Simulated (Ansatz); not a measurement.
`[F][AlH][S][SiH3]` + `N=C=O` → `O=C=[N][AlH][F]` + `[SiH3]S` at 500 K and 1 bar (ligand exchange at the Al–S bond).

Calculated with Ansatz (gas phase, PBE0-D4/def2-TZVP geometries, no zero-point term in ΔE). CCSD(T)/CBS adds triple-zeta CCSD(T) − MP2 to the extrapolated MP2 energy (def2 sets, frozen cores). This one scheme is used for every species. One conformer a species, not always the lowest.

```tsv
species	CCSD(T)/CBS energy (Eh)	H − E (kJ/mol)	S (J/(mol·K))
`[F][AlH][S][SiH3]`	-1031.20495	141.4	416.7
`N=C=O`	-168.51995	77.7	264.2
`O=C=[N][AlH][F]`	-510.46086	97.2	375.7
`[SiH3]S`	-689.27336	117.6	310.5
```

H − E and S are ideal-gas, rigid-rotor, harmonic terms from PBE0-D4/def2-TZVP, for one conformer and one mirror image of each species. 1 Eh = 2625.50 kJ/mol, R = 8.31446 J/(mol·K).

Q: By hand: ΔE, ΔH, ΔS and ΔG.

A: ΔE = (-510.46086) + (-689.27336) − (-1031.20495) − (-168.51995) = -0.00932 Eh = -24.5 kJ/mol. Δ(H − E) = 97.2 + 117.6 − 141.4 − 77.7 = -4.3, so ΔH = -28.8 kJ/mol. ΔS = 375.7 + 310.5 − 416.7 − 264.2 = 5.3 J/(mol·K). ΔG = -28.8 − 500 × (5.3)/1000 = -31.4 kJ/mol.

Q: By hand: the equilibrium constant, and the temperature at which ΔG would vanish if ΔH and ΔS stayed fixed.

A: log₁₀ K = −ΔG/(RT ln 10) = 3.3. ΔH and −TΔS have one sign here, so there is no such temperature. One of them is within its doubt of zero, so this could turn.

The number of gas molecules stays the same, so ΔS is small and ΔH decides. A doubt of 5 kJ/mol in ΔE shifts log₁₀ K by 0.5 here. Other conformers and mirror images would add mixing entropy, several J/(mol·K) or more a flexible species. Modes under 60 cm⁻¹, often nearly free rotors, make the harmonic entropy too high. These are equilibria of isolated gas molecules and say nothing of rates. Largest T1 diagnostic: 0.018 (customary marks: 0.02 for closed shells, 0.045 for open ones).
